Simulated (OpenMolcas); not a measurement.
Computed levels of 5s2 5p3 in ions with 51 electrons, in cm-1 above 4S* 3/2.

- Program: OpenMolcas
- Method: RASSCF
- Basis: ANO-RCC-VTZP
- Scalar Hamiltonian: DKH2, point nucleus
- Spin-orbit coupling: RASSI with atomic mean-field integrals over the reference wave functions, term energies averaged over their components

Active space for each ion: 5 electrons in 9 orbitals (RAS2 5s 5p; RAS3 5d, at most 2 electrons).

| Level | Sb | I2+ | Xe3+ |
| --- | --- | --- | --- |
| 2D* 3/2 | 11819 | 15363 | 16857 |
| 2D* 5/2 | 12871 | 18233 | 20779 |
| 2P* 1/2 | 19888 | 27740 | 31464 |
| 2P* 3/2 | 21265 | 31830 | 37318 |

Problem. Estimate 2D* 3/2, 2D* 5/2 for Te+ from its neighbours Sb and I2+.

Solution. 2D* 3/2 is another term, which grows about linearly with the charge: (11819 + 15363) / 2 = 13591. The calculation gives 13623, so the estimate is off by -0.2 %; the measured value is 10222 (NIST Handbook of Basic Atomic Spectroscopic Data).
2D* 5/2 is another term, which grows about linearly with the charge: (12871 + 18233) / 2 = 15552. The calculation gives 15467, so the estimate is off by +0.5 %; the measured value is 12422 (NIST Handbook of Basic Atomic Spectroscopic Data).

Some high roots are left out of the spin-orbit mixing, which shifts the levels that they would mix with (holds for Sb). Active for correlation alone: 5d; no level in the range computed is led by a configuration that fills it, so any true level of that kind is missing (holds for Sb). The run also gave levels led by 5s2 5p2 5d, which use shells meant for correlation; these and all levels above them are left out (holds for Te+; Xe3+). The run also gave levels led by 5s 5p3 5d, 5s2 5p2 5d, which use shells meant for correlation; these and all levels above them are left out (holds for I2+). Measured partners are found by configuration, term and J. A level has none where our copy of the source lacks it or the pairing is in doubt (some pairs that miss far off the trend of their configuration count as doubtful), and it then counts in no deviation. Levels of configurations outside the active space are missing.

* marks odd parity.
